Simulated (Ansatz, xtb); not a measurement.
Relative energy of two structures of CH2AlFSi

Structure X: a singlet given by its coordinates. Structure Y: `[F][AlH][CH]=[Si]`, a singlet. Both are isolated molecules in the gas phase, relaxed with B3LYP-D3(BJ)/def2-SVP; the shapes shown needn't be the lowest conformers.

X (Å):

```yaml
atoms:
  - { symbol: C, position_ang: [-1.0356, 0.2232, -1.9403] }
  - { symbol: Al, position_ang: [-1.5598, 0.4512, 0.1606] }
  - { symbol: F, position_ang: [-3.1558, 0.9118, 0.3418] }
  - { symbol: Si, position_ang: [0.4225, -0.1526, -0.9112] }
  - { symbol: H, position_ang: [-0.8582, 0.1322, -3.0246] }
  - { symbol: H, position_ang: [-2.0993, 0.5287, -1.8546] }
```

Close contacts (Å): C1–Al2 2.18, C1–Si4 1.82, Al2–F3 1.67, Al2–Si4 2.33, C1–H5 1.10, C1–H6 1.11, Al2–H6 2.09.

Y (Å):

```tsv
atom	x (Å)	y (Å)	z (Å)
C	-0.7377	0.2201	-0.5223
Al	-0.4531	-0.6161	-2.2323
F	-1.7970	-0.9619	-3.1639
Si	0.6718	0.5437	0.3738
H	0.9474	-1.0081	-2.8380
H	-1.8079	0.3892	-0.3350
```

Energies in hartree; the thermal terms are from B3LYP-D3(BJ)/def2-SVP harmonic frequencies (ideal gas, rigid rotor, one conformer each, 298.15 K, 1 atm) and include the zero-point energy:

|  | X | Y |
| --- | --- | --- |
| E, CCSD(T)/def2-TZVP | −670.020307 | −670.037716 |
| zero-point energy | 0.027520 | 0.023801 |
| H(298 K) − E | 0.034052 | 0.030590 |
| G(298 K) − E | −0.001620 | −0.006228 |

Q: Work out ΔE, ΔE₀, ΔH and ΔG for X → Y in kJ/mol (1 Eh = 2625.50 kJ/mol) and the equilibrium ratio [Y]/[X].

A: 1. ΔE = −670.037716 − (−670.020307) = −0.017409 Eh = −45.71 kJ/mol.
2. ΔE₀ = ΔE + ΔZPE = −0.017409 + (−0.003719) Eh = −55.47 kJ/mol.
3. ΔH = ΔE + (−0.003462) Eh = −54.80 kJ/mol.
4. ΔG = ΔE + (−0.004608) Eh = −57.81 kJ/mol, so ΔS = (ΔH − ΔG)/T = +10.1 J/(mol K).
5. kT = 0.9442 mEh, so K = [Y]/[X] = exp(−ΔG/kT) = exp(+23.32) ≈ 1.3 × 10^10.

Structure Y is favoured at this temperature. An error of 4 kJ/mol in ΔG would change K by a factor of 5. Mirror images and further conformers aren't counted.

Other levels gave ΔE = −45.1 (B3LYP-D3(BJ)/def2-SVP); −93.5 (HF/def2-TZVP); −46.4 (MP2/def2-TZVP) kJ/mol. The correlated steps freeze 12 core orbitals. Programs: Ansatz 0.2.0.
